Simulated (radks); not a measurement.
Valence configurations of Ho II (all share [Xe]). Method: scalar-relativistic Kohn-Sham, r2SCAN, spin-unpolarised, spherical densities, finite nucleus; meta-GGA in the generalised Kohn-Sham scheme; Fermi nuclear charge, rms radius 5.2022 fm; computed with a radial shooting solver on a logarithmic mesh with Libxc functionals. Energies are relative to 4f11 6s1; eigenvalues in eV.

valence           E (eV)    e(4f)    e(5d)   e(6p)    e(6s)
4f11 6s1           0.000   -9.517        -       -   -8.819
4f11 5d0.5 6s0.5   1.139   -8.650   -5.985       -   -8.234
4f10.5 6s1.5       1.146  -13.648        -       -   -9.752
4f10.5 5d0.5 6s1   2.090  -12.583   -7.277       -   -9.204
4f11 5d1           2.282   -7.853   -5.463       -        -
4f10.5 6s1 6p0.5   3.082  -14.346        -  -6.248  -10.044
4f10 5d1 6s1       5.385  -15.856   -8.028       -   -9.532
4f9.5 5d0.5 6s2    9.088  -21.781  -10.284       -  -10.955
4f9.5 5d1.5 6s1    9.994  -19.303   -8.753       -   -9.818
4f9.5 6s2 6p0.5   11.147  -23.788        -  -7.191  -11.786

NIST lists [Xe] 4f11 6s1 as the ground configuration; this level of theory agrees among the configurations tried. The energies are those of spherical spin-averaged densities, not of single terms.
